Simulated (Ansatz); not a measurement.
A nudged elastic band was laid between two geometries of BH3O + H5NSi (12 atoms, charge 0, multiplicity 1).

Theory: RHF/6-31G* in Ansatz 0.2.0.

```
movable images  : 5
climbing image  : yes
spring          : 5.0 eV/Å²
optimiser       : quadratic models (default)
start path      : through a guess of the saddle point
force threshold : 0.5 eV/Å
iteration limit : 60
end points      : relaxed
```

First end point:

```xyz
12
Properties=species:S:1:pos:R:3
B -0.045 -0.556 0.443
O -0.694 -0.478 1.626
H -1.627 -0.344 1.534
H 1.126 -0.759 0.474
H -0.648 -0.528 -0.588
N 0.558 2.234 0.393
H 1.491 2.244 0.033
Si -0.617 3.309 -0.286
H -0.556 3.184 -1.753
H -1.946 2.902 0.211
H -0.435 4.739 0.054
H 0.575 2.096 1.383
```

Last end point:

```xyz
12
Properties=species:S:1:pos:R:3
B 0.639 0.481 -0.319
O -1.019 -0.058 2.243
H -1.751 -0.450 1.786
H 1.542 -0.238 -0.028
H -0.347 0.042 -0.828
N 0.751 1.872 -0.123
H 1.600 2.188 0.301
Si -0.472 3.074 -0.417
H -1.370 2.603 -1.482
H -1.288 3.347 0.788
H 0.171 4.343 -0.811
H -1.276 0.837 2.416
```

(1) What changes between the two ends?

(2) Give the energies along the band, and the barrier.

(3) What is the geometry of the highest image?

## Answers

(1) Bonds broken: B1–O2, N6–H12. Bonds formed: B1–N6, O2–H12. BH3O + H5NSi becomes BH6NSi + H2O.

(2) The forces met the threshold. The highest image is number 3 of 0 to 6, 1.61 eV above the first end and 1.36 eV above the last; the last end lies 0.25 eV above the first. The threshold of 0.5 eV/Å is loose, so the images may lie well off the minimum-energy path. Neighbouring images differ by up to 1.5 eV, so the band resolves the path poorly. The order of the stationary point at the top wasn't checked. The orbitals stay closed-shell, which can raise the energy where a bond breaks towards radicals; this wasn't checked here.

```json
{"image": "0", "path coordinate (Å)": "0.00", "energy (eV)": "0.00", "B1–O2 (Å)": "1.35", "N6–H12 (Å)": "1.00", "B1–N6 (Å)": "2.86"}
{"image": "1", "path coordinate (Å)": "1.19", "energy (eV)": "0.02", "B1–O2 (Å)": "1.35", "N6–H12 (Å)": "1.00", "B1–N6 (Å)": "2.63"}
{"image": "2", "path coordinate (Å)": "2.37", "energy (eV)": "0.13", "B1–O2 (Å)": "1.41", "N6–H12 (Å)": "1.00", "B1–N6 (Å)": "1.94"}
{"image": "3", "path coordinate (Å)": "3.55", "energy (eV)": "1.61", "B1–O2 (Å)": "1.56", "N6–H12 (Å)": "1.29", "B1–N6 (Å)": "1.61"}
{"image": "4", "path coordinate (Å)": "4.72", "energy (eV)": "0.53", "B1–O2 (Å)": "2.23", "N6–H12 (Å)": "2.35", "B1–N6 (Å)": "1.44"}
{"image": "5", "path coordinate (Å)": "5.90", "energy (eV)": "0.28", "B1–O2 (Å)": "2.88", "N6–H12 (Å)": "2.90", "B1–N6 (Å)": "1.41"}
{"image": "6", "path coordinate (Å)": "7.07", "energy (eV)": "0.25", "B1–O2 (Å)": "3.10", "N6–H12 (Å)": "3.41", "B1–N6 (Å)": "1.41"}
```

(3) 
```xyz
12
Properties=species:S:1:pos:R:3
B 0.073 0.333 0.201
O -0.161 -0.108 1.684
H -0.930 -0.652 1.784
H 1.087 -0.064 -0.293
H -0.938 0.123 -0.425
N 0.097 1.872 0.672
H 1.000 2.153 1.006
Si -0.563 3.065 -0.447
H -0.446 2.559 -1.825
H -1.972 3.361 -0.137
H 0.252 4.287 -0.321
H -0.318 1.112 1.625
```

Time of the run: 57 s on 1 thread of Arm Neoverse V2 (shared host), peak memory 0.15 GiB.
